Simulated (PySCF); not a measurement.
# Arsenic: a sound run and one with changed settings

Sound run: As [Ar] 3d10 4s2 4p3, As+ [Ar] 3d10 4s2 4p2. All numbers are calculated (PySCF 2.14, the spin-free X2C one-electron Hamiltonian (Gaussian nucleus), in cc-pVDZ-DK). The sound run starts from symmetry-adapted Hartree-Fock orbitals and uses a fine grid where one is needed.

Changed run: 26 angular points. This setting is unsound on purpose.

| species | method | sound run (hartree) | changed run (hartree) | converged |
| --- | --- | --- | --- | --- |
| As | UHF | -2258.91690 | -2258.91690 | yes |
| As | LDA | -2257.16302 | -2257.16302 | yes |
| As | M06-2X | -2260.70707 | -2260.70707 | yes |
| As+ | UHF | -2258.57056 | -2258.57056 | yes |
| As+ | LDA | -2256.79563 | -2256.79574 | yes |
| As+ | M06-2X | -2260.34711 | -2260.34665 | yes |

Ionisation energy of As:

```
method  sound run (eV)  changed run (eV)
   UHF           9.425             9.425
   LDA           9.997             9.994
M06-2X           9.795             9.808
```

A coarse angular grid integrates products of high-l functions wrongly, so density functionals can shift, and the SCF can exploit the error; Hartree-Fock and MP2 need no grid.

For comparison, NIST gives 9.789 eV between the lowest levels.
